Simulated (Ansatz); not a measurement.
C2H5IZn, SMILES C[CH2][Zn][I].

Geometry: PBE0-D3(BJ)/def2-SVP. The structure was generated by enumeration; whether it is a known compound was not checked. The def2 effective core potentials stand for the cores of I; spin–orbit coupling is left out. Other conformers were not sampled.

Two levels are set side by side: PBE/def2-SVPD (Ansatz, an electronic-structure program) and PBE0/def2-SVPD (Ansatz). Energy differences of separate SCF runs at the same geometry; the states with an electron removed or added have multiplicity 2 and 2. Differences are taken from unrounded values.

```json
[
 {"quantity": "vertical ionisation energy (eV)", "PBE0": "9.43"},
 {"quantity": "vertical singlet–triplet gap (eV)", "PBE0": "5.04"}
]
```

Question: What does PBE give, and how far is it from PBE0? (Estimate from the structure and the level; the computed values follow.)

Answer: 
```
quantity                            PBE  PBE minus PBE0
---------------------------------  ----  --------------
vertical ionisation energy (eV)    9.13           -0.30
vertical singlet–triplet gap (eV)  4.71           -0.34
```
